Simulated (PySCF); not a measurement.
**Removing an electron from (LiF)4 ring**

(LiF)4 ring, Li₄F₄.
Z-matrix (Å and degrees, PBE0-D3(BJ)/def2-SVP geometry), rows numbered from 1:
```
Li
F   1  1.6759
Li  2  1.6766  1  128.65
F   3  1.6766  2  142.59  1     0.20
Li  4  1.6759  3  128.02  2    -0.10
F   5  1.6760  4  140.95  3    -0.71
Li  6  1.6764  5  128.62  4     0.59
F   7  1.6761  6  141.99  5     0.61
```

Level: wB97X-D/def2-SVPD (PySCF). Frontier orbitals with their largest atomic shares (Löwdin; up to four atoms above 4 %):

```
orbital  ε (eV)                              main atoms
 HOMO−3  -11.67      F6 28 %, F2 28 %, F4 21 %, F8 20 %
 HOMO−2  -11.66      F4 28 %, F8 28 %, F2 21 %, F6 20 %
 HOMO−1  -11.51                                       ?
   HOMO  -11.51                                       ?
   LUMO    0.77  Li1 25 %, Li7 24 %, Li5 24 %, Li3 24 %
 LUMO+1    1.12    Li1 40 %, Li5 40 %, Li7 9 %, Li3 9 %
 LUMO+2    1.14    Li7 40 %, Li3 39 %, Li1 9 %, Li5 9 %
```

Task: What vertical ionisation energy does ΔSCF give, and how far is −ε(HOMO) from it?

Result: ΔSCF: 12.01 eV (1159 kJ/mol; threshold wavelength 103.2 nm); ⟨S²⟩ of the doublet left behind is 0.757, against 0.75 for a pure doublet. −ε(HOMO) is 11.51 eV, 0.50 eV below it. In exact Kohn–Sham theory the two would be equal; wB97X-D (range-separated hybrid) falls short of its own ΔSCF value by 4 %.

Task: On which atoms does the HOMO lie?

Result: HOMO: F8 26 %, F2 25 %, F6 24 %, F4 24 %; HOMO−1: F4 25 %, F2 25 %, F6 25 %, F8 25 %. These 2 orbitals lie within 0.02 eV of one another. The HOMO−2 lies 0.15 eV lower.

Task: How many of the 10 lowest singlet excitations (vertical TDDFT, same level) lie below the ionisation energy?

Result: All 10; they run from 8.41 to 9.23 eV.

Task: What total energies stand behind the ΔSCF value?

Result: E(N) = -429.56310 Eh and E(N − 1) = -429.12176 Eh at the same geometry, 0.44134 Eh apart.

The structure is a single PBE0-D3(BJ)/def2-SVP conformer in the gas phase; no vibrational or solvent corrections.

The run behind these numbers computed excited states and ΔSCF ions as well. Time: 35 s. Hardware: one thread of an Arm Neoverse V1, no GPU (shared host).

Note: wB97X-D ran without an empirical dispersion term, which enters the total energy and its gradient alone.
